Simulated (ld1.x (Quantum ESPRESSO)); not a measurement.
**u(r) = r·R(r): atom against pseudo-atom (Ne)**

Columns: radius, all-electron u(r) and pseudo u(r) of the 2p shell (level -13.36 eV) of neon in the configuration [He] 2s2 2p6; BLYP, scalar-relativistic, RRKJ scheme, ld1.x (Quantum ESPRESSO) 7.5.

```csv
r (bohr),all-electron,pseudo
0.053,0.0628,0.0247
0.105,0.1933,0.0942
0.158,0.3459,0.2032
0.210,0.4900,0.3361
0.262,0.6171,0.4812
0.315,0.7246,0.6275
0.368,0.8095,0.7596
0.420,0.8719,0.8662
0.473,0.9165,0.9461
0.525,0.9441,0.9951
0.578,0.9583,1.0177
0.630,0.9612,1.0177
0.683,0.9550,1.0013
0.735,0.9419,0.9753
0.788,0.9231,0.9438
0.840,0.9007,0.9115
0.893,0.8748,0.8792
0.945,0.8474,0.8486
0.998,0.8180,0.8182
1.050,0.7885,0.7885
1.102,0.7585,0.7585
1.155,0.7280,0.7280
1.208,0.6978,0.6978
1.260,0.6686,0.6686
1.313,0.6395,0.6395
1.365,0.6116,0.6116
```

Problem. How many radial nodes do the two functions have?

Solution. The all-electron 2p function has n − l − 1 = 0; the pseudo-wave has 0.

Problem. At about which radius was the pseudo-wave matched?

Solution. 1.05 bohr, where the columns begin to agree (steps of 0.05 bohr).

Problem. Is the pseudo-wave norm-conserving?

Solution. Yes: the RRKJ scheme keeps the norm inside the radius equal to the all-electron one, which fixes the energy derivative of the logarithmic derivative at the level.
